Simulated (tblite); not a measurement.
CH$_{4}$NO (SMILES [NH3+]C=O), charge +1, singlet, geometry from GFN2-xTB; tblite with GFN1-xTB.

tblite was given this input:
```
$ tblite run mol.xyz --method gfn1 --charge 1 --spin 0 --grad --json tblite.json --no-restart

# file mol.xyz
7

N     -1.07973113     0.24380716     0.15769898
C      0.40675026     0.24389944    -0.26491881
O      1.09476993    -0.62780535     0.07307325
H     -1.30225326     1.08418749     0.71279708
H     -1.69531096     0.23783329    -0.66989687
H     -1.26948531    -0.59863573     0.72730400
H      0.62650641     1.12901100    -0.86917020
```

### Question
Write the output that tblite gives for this input, abridged.

### Answer

```
xTB calculator
 | screened Coulomb repulsion
 | Coulomb electrostatics
 |  * isotropic Klopman-Ohno-Mataga-Nishimoto electrostatics
 |  * onsite third-order electrostatics
 | DFT-D3(BJ) dispersion correction

halogen bonding energy    0.0000000000000E+00 Eh
repulsion energy          1.2413888295134E-01 Eh
dispersion energy        -1.2994403807441E-03 Eh
number of electrons       1.8000000000000E+01 e
integral cutoff           1.9731147476801E+01 bohr

------------------------------------------------------------
  cycle        total energy    energy error   density error
------------------------------------------------------------
      1     -11.44306909527  -1.1565909E+01   5.6613721E-01
      2     -11.65625176426  -2.1318267E-01   2.8282578E-01
      3     -11.66453956437  -8.2878001E-03   1.4856286E-01
      4     -11.66572416531  -1.1846009E-03   3.6882170E-02
      5     -11.66649558496  -7.7141964E-04   1.9752466E-02
      6     -11.66708458857  -5.8900362E-04   4.6485103E-03
      7     -11.66711776435  -3.3175775E-05   1.1000879E-03
      8     -11.66711960124  -1.8368883E-06   1.0716348E-05
      9     -11.66711959914   2.0950246E-09   4.0117750E-05
     10     -11.66711960120  -2.0629454E-09   8.1596380E-06
------------------------------------------------------------

electronic energy        -1.1789959043775E+01 Eh
total energy             -1.1667119601204E+01 Eh

Post processing:
 | Mayer-Wiberg bond orders

[Info] Tight-binding results written to 'tblite.txt'
[Info] JSON dump of results written to 'tblite.json'
```
